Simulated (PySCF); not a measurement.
# Atomic charges by several schemes

Compound: C4H8O4SSi.
Structure used (GFN2-xTB), in Å, numbered top down from 1:
```xyz
18
C4H8O4SSi angstrom
C      2.5005    1.3615    0.0156
O      1.5269    0.3498   -0.2185
C      1.8501   -0.8810    0.1541
O      2.8937   -1.2052    0.6476
C      0.7178   -1.8734   -0.1221
O     -0.3908   -1.2955   -0.7719
C     -1.2213   -0.5428   -0.0555
S     -1.1268   -0.3296    1.5579
O     -2.1516   -0.0108   -0.7934
Si    -3.3725    0.9763   -0.2371
H      1.9767    2.3113   -0.0533
H      2.9443    1.2316    1.0039
H      3.2856    1.3025   -0.7401
H      0.4248   -2.3191    0.8377
H      1.0887   -2.6563   -0.7876
H     -3.9849    1.2095   -1.5338
H     -2.7798    2.1560    0.3812
H     -4.1902    0.2214    0.7035
```

Density: PBE0/pcSseg-1 (PySCF); schemes: Mulliken, IAO, Hirshfeld and ESP-fitted. The structure is a single GFN2-xTB conformer in the gas phase; no vibrational or solvent corrections. GFN2-xTB frequencies show an imaginary mode (32i cm⁻¹), so this geometry is no minimum at that level.

Problem. For which atoms does the sign change between the 4 schemes (beyond +0.03 e in one, beyond −0.03 e in another)?

Solution. C5. Atomic charges aren't observables, and each scheme defines them in its own way.

Problem. At which atom do the 4 schemes differ most?

Solution. At Si10: from +0.384 (Hirshfeld) to +0.846 e (IAO), 0.462 e apart.

Problem. Tabulate the Mulliken, IAO, Hirshfeld and ESP-fitted charges.

Solution. In e:

```csv
atom,environment,Mulliken,IAO,Hirshfeld,ESP-fitted
C1,methoxy carbon,-0.032,-0.215,-0.030,-0.332
O2,ester single-bonded oxygen,-0.456,-0.328,-0.095,-0.221
C3,ester carbonyl carbon,+0.431,+0.518,+0.206,+0.648
O4,ester carbonyl oxygen,-0.406,-0.461,-0.257,-0.522
C5,sp3 carbon bound to oxygen,+0.060,-0.116,+0.001,-0.156
O6,oxygen bonded to 2 C,-0.399,-0.285,-0.090,-0.268
C7,thiocarbonyl carbon,+0.399,+0.322,+0.170,+0.518
S8,thiocarbonyl sulfur,-0.235,-0.239,-0.179,-0.331
O9,silyl ether oxygen,-0.527,-0.529,-0.173,-0.414
Si10,oxygen-bound silicon,+0.694,+0.846,+0.384,+0.668
H11,methyl hydrogen,+0.131,+0.167,+0.058,+0.163
H12,methyl hydrogen,+0.130,+0.160,+0.049,+0.170
H13,methyl hydrogen,+0.121,+0.153,+0.052,+0.166
H14,methylene hydrogen,+0.175,+0.180,+0.045,+0.105
H15,methylene hydrogen,+0.168,+0.188,+0.069,+0.167
H16,Si–H hydrogen,-0.101,-0.125,-0.071,-0.108
H17,Si–H hydrogen,-0.078,-0.118,-0.070,-0.126
H18,Si–H hydrogen,-0.075,-0.117,-0.070,-0.128
```

Mean size of the charges over all atoms: ESP-fitted 0.289 e, IAO 0.282 e, Mulliken 0.257 e, Hirshfeld 0.115 e. Each set sums to the total charge, 0, to within 0.001 e. The IAO scheme projects the occupied orbitals on a minimal set of polarised atomic orbitals and counts the electrons in each atom's part of it.

Problem. Sum the charges by element, for elements with more than one atom.

Solution. 
```json
{"element": "C", "atoms": "4", "Mulliken": "+0.858", "IAO": "+0.509", "Hirshfeld": "+0.347", "ESP-fitted": "+0.677"}
{"element": "O", "atoms": "4", "Mulliken": "-1.789", "IAO": "-1.603", "Hirshfeld": "-0.615", "ESP-fitted": "-1.424"}
{"element": "H", "atoms": "8", "Mulliken": "+0.472", "IAO": "+0.488", "Hirshfeld": "+0.063", "ESP-fitted": "+0.409"}
```

Problem. How closely do the schemes follow one another over all atoms?

Solution. Correlation coefficient and root-mean-square difference: IAO with Hirshfeld 0.97, 0.200 e; Mulliken with IAO 0.97, 0.089 e; IAO with ESP-fitted 0.97, 0.090 e; Hirshfeld with ESP-fitted 0.95, 0.207 e; Mulliken with Hirshfeld 0.94, 0.186 e; Mulliken with ESP-fitted 0.92, 0.134 e.

Problem. How many electrons does the IAO scheme count on Si10?

Solution. Z − q = 14 − (+0.846) = 13.154.

These values come from a run that also computed NMR shieldings. The run took 87 s wall on one thread, Arm Neoverse N1 (aarch64), no GPU, shared host with 64 logical CPUs at a one-minute load of 58, and the process peaked at 1.1 GiB of memory.
